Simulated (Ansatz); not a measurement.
Ligand exchange: BH2Cl + InH2I → BH2I + InH2Cl

Species: BH2Cl `BCl`, singlet; InH2I `[InH2][I]`, singlet; BH2I `BI`, singlet; InH2Cl `[Cl][InH2]`, singlet. The partners trade Cl for I: B–Cl and In–I bonds give way to B–I and In–Cl.

Shapes, held fixed at every level: PBE0-D4/def2-TZVP. Programs: Ansatz 0.2.0. The zero-point and thermal change to 298 K, harmonic and unscaled (PBE0-D4/def2-TZVP), is -1.5 kJ/mol.

(1) Estimate ΔH(298 K) of this reaction.

## Answers

(1) The highest level, CCSD(T)/def2-TZVPP, gives ΔH(298 K) = +44.6 kJ/mol; the levels span +44.6 to +63.1. The column of differences is taken from that level and isn't an error. No measured value is set beside it here. For atoms past krypton def2 sets carry core potentials with scalar relativity. Outer-core shells of I, In are correlated, in sets that cover them unevenly. Times are processor times on shared x86 and Arm servers, and rough.

| level | kind | ΔH(298 K) (kJ/mol) | less CCSD(T)/def2-TZVPP | CPU time (sum over the molecules) |
| --- | --- | --- | --- | --- |
| SPW92/def2-TZVPP | LDA | +49.4 | +4.8 | 5 s |
| PBE0-D4/def2-TZVPP | global hybrid | +49.2 | +4.6 | 9.7 s |
| r2SCAN0-D4/def2-TZVPP | global hybrid | +50.0 | +5.4 | 18 s |
| wB97X-V/def2-TZVPP | range-separated hybrid | +48.3 | +3.7 | 26 s |
| B2PLYP/def2-TZVPP | double hybrid | +48.0 | +3.4 | 17 s |
| MP2/def2-SVP | perturbation theory | +63.1 | +18.5 | – |
| CCSD/def2-TZVPP | coupled cluster or CI | +45.9 | +1.3 | – |
| CCSD(T)/def2-TZVPP | coupled cluster or CI | +44.6 | 0.0 | 37 s |
